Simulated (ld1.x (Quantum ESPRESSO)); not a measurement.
# u(r) = r·R(r): atom against pseudo-atom (La (Z = 57))

Columns: radius, all-electron u(r) and pseudo u(r) of the 5p shell (level -34.92 eV) of lanthanum in the configuration [Kr] 4d10 4f0 5s2 5p6 5d1 6s0 6p0; PBEsol, scalar-relativistic, RRKJ scheme, ld1.x (Quantum ESPRESSO) 7.5.

```tsv
r (bohr)	all-electron	pseudo
0.143	-0.1697	-0.0175
0.285	-0.1424	-0.0680
0.428	0.3255	-0.1475
0.570	0.4488	-0.2477
0.713	0.2534	-0.3612
0.855	-0.0614	-0.4767
0.998	-0.3670	-0.5865
1.140	-0.6029	-0.6807
1.283	-0.7604	-0.7543
1.425	-0.8453	-0.8021
1.568	-0.8734	-0.8234
1.710	-0.8596	-0.8187
1.853	-0.8175	-0.7909
1.995	-0.7584	-0.7448
2.138	-0.6897	-0.6852
2.280	-0.6182	-0.6182
2.423	-0.5470	-0.5482
2.565	-0.4796	-0.4804
2.708	-0.4166	-0.4168
2.850	-0.3597	-0.3597
2.992	-0.3088	-0.3088
3.135	-0.2635	-0.2635
3.278	-0.2239	-0.2239
3.420	-0.1898	-0.1898
3.563	-0.1601	-0.1601
3.705	-0.1349	-0.1349
```

**Question.** How many radial nodes do the two functions have?

**Answer.** The all-electron 5p function has n − l − 1 = 3 (the table is too coarse to show those close to the nucleus); the pseudo-wave has 0, since the states of the same l below it are removed with the core.

**Question.** At about which radius was the pseudo-wave matched?

**Answer.** 2.85 bohr, where the columns begin to agree (steps of 0.14 bohr).

**Question.** Is the pseudo-wave norm-conserving?

**Answer.** Yes: the RRKJ scheme keeps the norm inside the radius equal to the all-electron one, which fixes the energy derivative of the logarithmic derivative at the level.
